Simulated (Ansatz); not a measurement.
Input and output for FGeH₄NSi, SMILES `[F][GeH]1[NH][SiH2]1`.

```yaml
crystal:
  periodic: [false, false, false]
  atoms:
    - {symbol: F, position_ang: [-0.820537, 2.304778, 0.554132]}
    - {symbol: Ge, position_ang: [-0.230466, 1.053329, -0.512542]}
    - {symbol: N, position_ang: [0.918641, -0.110920, 0.352751]}
    - {symbol: Si, position_ang: [-0.418311, -1.149453, 0.077042]}
    - {symbol: H, position_ang: [0.346612, 1.835233, -1.698161]}
    - {symbol: H, position_ang: [1.816543, -0.123490, 0.806996]}
    - {symbol: H, position_ang: [-1.259864, -1.574553, 1.225853]}
    - {symbol: H, position_ang: [-0.260418, -2.292124, -0.861970]}
basis:
  gaussian: {orbitals: x2c-TZVPPall}
magnetization: {spin_polarized: true, initial_magnetization: 2}
hamiltonian: {xc: {name: LC-wPBE}}
accuracy: high
```

```sh
$ ansatz run in.yaml --threads 4 --pin off --events-out ev --progress --plain --max-ram 10444MiB
```

Output, abridged:

```
Functional definition: LC-wPBE
3497 factors; integrals over basis functions are off by at most 4.8e-8 eV
690 factors; integrals over basis functions are off by at most 1.9e-9 eV
mean field evaluation 1: about -69260.2011 eV, gradient 4.7e1 eV
mean field evaluation 2: about -69256.2607 eV, gradient 6.0e1 eV
mean field evaluation 4: about -69267.9638 eV, gradient 2.4e0 eV
mean field evaluation 8: about -69268.1192 eV, gradient 4.7e-1 eV
mean field evaluation 16: about -69268.1379 eV, gradient 8.0e-3 eV
mean field evaluation 32: about -69268.1379 eV, gradient 1.1e-5 eV
mean field -69268.13790320 eV, -2545.5571163124 hartree, gradient 9.5e-8 eV, S^2 2.009108; 0 other end points of the search recorded, 0 dependent functions left out
reference -69268.13790320 eV, -2545.5571163124 hartree; 34, 32 occupied and 174, 176 virtual orbitals, 3497 factors
Total energy: -69268.13790320 eV, -2545.5571163124 hartree
Relativity: scalar
```

Hardware: 4 threads of an Intel Xeon Platinum 8488C on a shared host. Wall time 11 s, peak host memory 1.4 GiB.
